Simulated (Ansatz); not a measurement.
```yaml
crystal:
  periodic: [false, false, false]
  atoms:
    - {symbol: C, position_ang: [0.035603, 0.522589, -1.160009]}
    - {symbol: C, position_ang: [0.122574, -0.518101, -0.099146]}
    - {symbol: O, position_ang: [1.029335, -0.540185, 0.969871]}
    - {symbol: Al, position_ang: [-0.621755, -0.478255, 1.689489]}
    - {symbol: H, position_ang: [1.201318, 0.618521, -1.555115]}
    - {symbol: H, position_ang: [0.178071, 1.596548, -0.612553]}
    - {symbol: H, position_ang: [-0.683010, 0.395433, -1.805760]}
    - {symbol: H, position_ang: [0.340595, -1.685178, -0.745076]}
    - {symbol: H, position_ang: [-1.289436, -0.455054, 3.090538]}
basis:
  gaussian: {orbitals: pcseg-2, fitting: {mean_field: def2-universal-jkfit}}
hamiltonian: {xc: {name: wB97X-V}}
accuracy: high
relax: {f_tol: 0.001, max_steps: 2}
```

```sh
$ ansatz run in.yaml --threads 2 --pin off --events-out ev --progress --plain --max-ram 4352MiB
```

Output, abridged:

```
Functional definition: wB97X-V
445 factors; integrals over basis functions are off by at most 1.3e0 eV
445 factors; integrals over basis functions are off by at most 5.8e-6 eV
mean field evaluation 1: about -10787.9417 eV, gradient 6.0e1 eV
mean field evaluation 2: about -10780.0125 eV, gradient 8.9e1 eV
mean field evaluation 4: about -10795.9748 eV, gradient 4.7e0 eV
mean field evaluation 8: about -10796.0327 eV, gradient 1.2e-1 eV
mean field evaluation 16: about -10796.0329 eV, gradient 2.8e-5 eV
mean field -10796.03285592 eV, -396.7468896411 hartree, gradient 2.6e-8 eV, S^2 0.000000; 0 other end points of the search recorded, 0 dependent functions left out
reference -10796.03285568 eV, -396.7468896323 hartree; 19, 19 occupied and 175, 175 virtual orbitals, 445 factors
relax step   1: F+E_penalty+E_count = -10796.03285592 eV  Δ(F+E_penalty+E_count) = +0.000e0 eV  max|allowed force component| = 9.380e0 eV/Å  Δτ_max = 0.0000 Å  (37 SCF iters, accepted)
445 factors; integrals over basis functions are off by at most 1.3e0 eV
445 factors; integrals over basis functions are off by at most 5.6e-6 eV
mean field -10797.72631516 eV, -396.8091231202 hartree, gradient 3.6e-8 eV, S^2 0.000000; 0 other end points of the search recorded, 0 dependent functions left out
reference -10797.72631491 eV, -396.8091231113 hartree; 19, 19 occupied and 175, 175 virtual orbitals, 445 factors
relax step   2: F+E_penalty+E_count = -10797.72631516 eV  Δ(F+E_penalty+E_count) = -1.693e0 eV  max|allowed force component| = 2.495e0 eV/Å  Δτ_max = 0.1975 Å  (47 SCF iters, accepted)
Error: geometry relaxation did not converge after 2 steps: max|allowed force component| = 2.49e0 eV/Å (threshold 1.0e-3). Raise `relax.max_steps` over both its present limit and 2, loosen `relax.f_tol`, or start from a geometry closer to equilibrium. Where this run's directory can be resumed (`checkpoint.write`), a resume goes on for up to `relax.max_steps` more
```

Something in this input is off. What?

The relaxation is allowed too few steps for its threshold. The calculation stopped without meeting its thresholds.
